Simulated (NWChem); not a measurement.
## Relativistic effects in As

```
As
```
Charge 0, spin multiplicity 4.

Everything below was run with NWChem.

Functional B3LYP, all-electron basis x2c-SVPall-2c, contracted for the X2C Hamiltonian and used here with ZORA. The ion keeps the geometry and has multiplicity 3 in the scalar run; the spin-orbit run starts from the same electron counts.

The cost column gives rough processor time relative to scalar ZORA; each entry includes its own SCF.

B3LYP has NWChem's definition, with VWN1-RPA local correlation. The stability of the SCF solutions was not checked.

```csv
Hamiltonian,ΔSCF ionisation energy (eV),relative cost
scalar ZORA,9.83,1
spin-orbit ZORA,9.82,under 3
```

From scalar ZORA to spin-orbit ZORA the ionisation energy shrinks by 0.02 eV.
